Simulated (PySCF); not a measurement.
**Radial density of Ni (nickel, neutral)**

UHF, [Ar] 3d8 4s2, high-spin 3F determinant. Computed with PySCF 2.14 in def2-SVP, with the non-relativistic Hamiltonian (point nucleus).

```tsv
r (bohr)	4πr²ρ (e/bohr)	4πr²(ρα − ρβ)
0.00101	0.1776	0.0000
0.00170	0.4907	0.0000
0.00286	1.310	0.0000
0.00481	3.306	0.0001
0.00808	7.809	0.0002
0.0136	16.22	0.0005
0.0229	27.57	0.0007
0.0385	33.74	0.0008
0.0647	28.39	0.0025
0.109	29.52	0.0269
0.183	38.12	0.2088
0.308	20.67	0.8989
0.518	18.74	1.9718
0.871	15.73	1.7627
1.47	3.899	0.5888
2.47	1.069	0.0802
4.15	0.3348	-0.0106
6.97	0.02194	-0.0040
11.7	5.271e-05	0.0000
```

Problem. Where is the radial spin density 4πr²(ρα − ρβ) most negative, and why is it negative at all?

Solution. Around r = 4.15 bohr, down to -0.0106 e/bohr: exchange with the open shell polarises the paired shells in an unrestricted calculation.
